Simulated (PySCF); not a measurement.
**Spinor energies of Yb⁶⁸⁺ (ytterbium, charge +68)**

Start: 1s2. Calculated with PySCF 2.14 in an uncontracted even-tempered set (16 s from 23 bohr⁻², ratio 2.6; 13 p from 30 bohr⁻², ratio 2.6; 6 d from 31 bohr⁻², ratio 2.8; 3 f from 1300 bohr⁻², ratio 2.8): generalised Hartree-Fock with the X2C-1e Hamiltonian and a Gaussian nucleus; spin-orbit coupling (SO) screened by Boettger's factors.

```csv
spinor shell,electrons,"ε, screened SO (eV)",weight of nominal j (screened SO),"rms radius, screened SO (bohr)"
1s1/2,2,-70289.9,1.000,0.0222
```

```
   quantity  screened SO
E (hartree)  -5217.15719
        M_J            0
       ⟨J²⟩        0.000
       ⟨L²⟩        0.000
       ⟨S²⟩        0.000
```

Breit and QED terms are absent; they matter most for the inner s and p1/2 levels.

Densities and radii are taken from the X2C orbitals without a picture-change correction, which distorts them close to the nucleus.
